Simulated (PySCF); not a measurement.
# Structure from NMR data

An unknown has the formula C₇H₁₄. Its calculated NMR data are:

¹H NMR (600 MHz, computed): δ 1.75 (m, 2H), 1.64 (m, 1H), 1.63 (dqd, J = 14.6, 3.7, 1.5 Hz, 2H), 1.31 (m, 2H), 1.14 (m, 1H), 1.13 (m, 1H), 0.90 (d, J = 7.4 Hz, 3H), 0.79 (m, 2H).

¹³C{¹H} NMR (computed): δ 39.1 (CH2, 2C), 37.2 (CH), 30.9 (CH2, 2C), 30.3 (CH2), 25.1 (CH3).

- J couplings at B3LYP/pcJ-1 (without the spin–dipole term)
- KT2/pcSseg-1 with gauge-including orbitals
- geometry from PBE0-D3(BJ)/def2-SVP
- program: PySCF 2.14.0 with density-fitted response routines
- no relativistic terms, one conformer, no solvent model, fast rotation and ring inversion assumed for equivalent nuclei

Referencing at the same level of theory: ¹H (31.18 ppm) and ¹³C (183.22 ppm) vs TMS.

**Question.** Deduce the structure.

**Answer.** 
1. Rings plus π bonds: 1 (1 ring in the answer).
2. 5 carbon signals for 7 carbons: some carbons are equivalent by symmetry or fast rotation.
3. Carbon types of the structure: 1 × CH, 5 × CH2, 1 × CH3, which accounts for all hydrogens.
4. δC 39.1, 30.9, 30.3: sp3 CH2 in a ring; a saturated carbon with 2 carbon neighbours and no heteroatom attached.
5. δC 37.2: sp3 CH in a ring; aliphatic region, no heteroatom directly attached.
6. δC 25.1: methyl carbon; saturated and bonded to C and H only.
7. δH 1.75, 1.64, 1.63, 1.31, 1.13, 0.79: hydrogen on an sp3 CH2 in a ring; far from electronegative atoms and π systems.
8. δH 1.14: hydrogen on an sp3 CH in a ring; far from electronegative atoms and π systems.
9. δH 0.90: hydrogen on a methyl carbon; far from electronegative atoms and π systems.

Structure: `C1C(C)CCCC1`.

The shifts were computed for this structure.

Multiplet labels drop couplings under 1 Hz and merge nearly equal ones. Couplings among chemically equivalent protons are left out too, so labels in AA′BB′ or AA′XX′ sets are apparent multiplicities. Unscaled 3J(H,H) at this level run about 10 % above measured values. Shifts are as computed. Against solution values, carbons near 30 ppm lie about +2 ppm off and those near 130 ppm about -5 ppm. Of 1211 compounds with measured shifts, 218 miss one by over three times the rms of a fit or turn the order of signals round; such compounds aren't used in these exercises.
